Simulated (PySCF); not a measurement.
MSe for M along the fifth-period p block

r²SCAN with double-zeta basis sets in PySCF, for the lowest determinant that a PBE0 search found; no spin–orbit coupling. De refers to high-spin ground-configuration atoms. A positive dipole means M(−)Se(+).

```csv
M,basis,state (unpaired electrons),Re (Å),ωe (cm⁻¹),De (eV),μ (D)
Sn,def2-SVP,singlet (closed shell),2.347,332,4.66,-2.79
Sb,def2-SVP,doublet (π ↑),2.357,332,3.13,-1.92
Te,cc-pVDZ-PP,triplet (π ↑↑),2.379,318,3.40,-1.00
I,cc-pVDZ-PP,doublet (π ↑),2.477,268,2.26,-0.52
```

The shortest bond is that of SnSe (2.347 Å), the longest that of SeI (2.477 Å). SnSe is bound most strongly (4.66 eV) and SeI least (2.26 eV).

The rows differ in basis set, which adds steps of its own.

The state changes along the series, so neighbouring rows are not always alike in their bonding.

Spin–orbit coupling is left out, which matters for elements this heavy, above all for dissociation energies. States were picked by a PBE0 search and need not be the measured ground states.
